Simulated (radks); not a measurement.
The numbers below are computed, except where a source is named.
Ionisation of the silver ion Ag3+, [Kr] 4d8, to [Kr] 4d7 as the strength of local exchange is varied. Code: a radial shooting solver on a logarithmic mesh with Libxc functionals. Model: Dirac Kohn-Sham, Slater X-alpha exchange (alpha = 2/3 is LDA exchange), no correlation, spin-unpolarised, spherical densities, finite nucleus; open shells fill j = l - 1/2 first; Fermi nuclear charge, rms radius 4.5454 fm.

alpha	E(Ag3+) (hartree)	exchange (hartree)	IE (eV)	-e of the level emptied (eV)	<r> of it (bohr)
0.645	-5300.97152	-134.21185	49.361	41.491 (4d5/2)	1.267
0.667	-5305.55119	-138.90481	49.895	41.993 (4d5/2)	1.262
0.71	-5314.51333	-148.09929	50.949	42.985 (4d5/2)	1.253
0.812	-5335.83036	-170.02502	53.503	45.394 (4d5/2)	1.231
0.912	-5356.80858	-191.67851	56.080	47.832 (4d5/2)	1.211

NIST Atomic Spectra Database: 49 +/- 1.7 eV (theoretical). The central value is not met in this range of alpha. Spin polarisation and multiplet splitting are left out, so open shells lie too high by an amount that depends on their filling.

Beside tabulated values, note that spin-unpolarised runs miss the spin-polarisation part of the exchange energy of open shells.
